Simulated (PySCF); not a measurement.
**Excitation energy of Ru by level of theory**

Ru [Kr] 4d7 5s1 (5F) → Ru [Kr] 4d7 5p1 (high-spin determinant), as a difference of total energies. Calculation: PySCF 2.14, in def2-QZVPPD with the def2 core potential (28 electrons); a scalar-relativistic core potential. Correlated levels: valence: 4s2 4p6 frozen; valence and next inner shell: nothing frozen outside the core potential. The calculations carry no spin-orbit coupling.

```csv
method,excitation energy (eV)
UHF,2.990
LDA,3.764
PBE,3.605
PBE0,3.489
r2SCAN,3.636
B3LYP,3.536
TPSS,3.583
BLYP,3.608
M06-2X,3.383
MP2 (valence),3.466
SCS-MP2 (valence),3.334
MP2 (valence and next inner shell),3.627
SCS-MP2 (valence and next inner shell),3.475
```

Task: How much does correlation contribute at MP2 (valence and next inner shell)?

Result: 3.627 − (2.990) = 0.637 eV, measured against UHF.

The determinant of the upper state mixes LS terms, which raises its energy above the lowest term, most at the Hartree-Fock and MP2 levels.
